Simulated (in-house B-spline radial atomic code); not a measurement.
Ionising Ag VII (Ag6+) with different functionals

Computed with a B-spline radial code for spherical atoms: four-component Dirac-Coulomb Hamiltonian, Fermi nucleus of rms radius 4.5454 fm, spin-restricted, spherical fractional occupations for the functionals. The ionisation energy is the difference of two self-consistent energies, [Kr] 4d5 → [Kr] 4d4, without Breit or QED terms; ε is the level of the shell that loses the electron (mean over j). The electron is taken from both j subshells in proportion to 2j + 1, so the result is a j average, not the step between ground levels.

Hybrids are left out here: with spherical fractional occupations of an open shell their exact exchange keeps a self-interaction that integer-occupation calculations don't have.

```csv
method,rung,ΔSCF (eV),-ε(4d) (eV)
LDA VWN5,LDA,105.22,95.68
relativistic LDA,LDA,105.24,95.70
LDA PW92,LDA,?,?
LDA exchange-only,LDA,103.33,93.81
PBE,GGA,105.05,95.50
PBEsol,GGA,105.01,95.46
BLYP,GGA,104.85,95.31
RPBE,GGA,105.01,95.46
PW91,GGA,?,?
BP86,GGA,105.10,95.55
AM05,GGA,105.02,95.47
OLYP,GGA,105.45,95.87
```

(1) What does LDA PW92 give?

(2) What does PW91 give?

(3) How do they compare with the NIST value?

Answers

(1) ΔSCF 105.21 eV, and -ε(4d) = 95.67 eV.

(2) ΔSCF 105.14 eV, and -ε(4d) = 95.59 eV.

(3) NIST lists 106 eV ± 2 (tabulated theory, ground level to ground level). Errors run from -2.67 to -0.55 eV; all lie within about twice that uncertainty, so the table can't rank the methods.
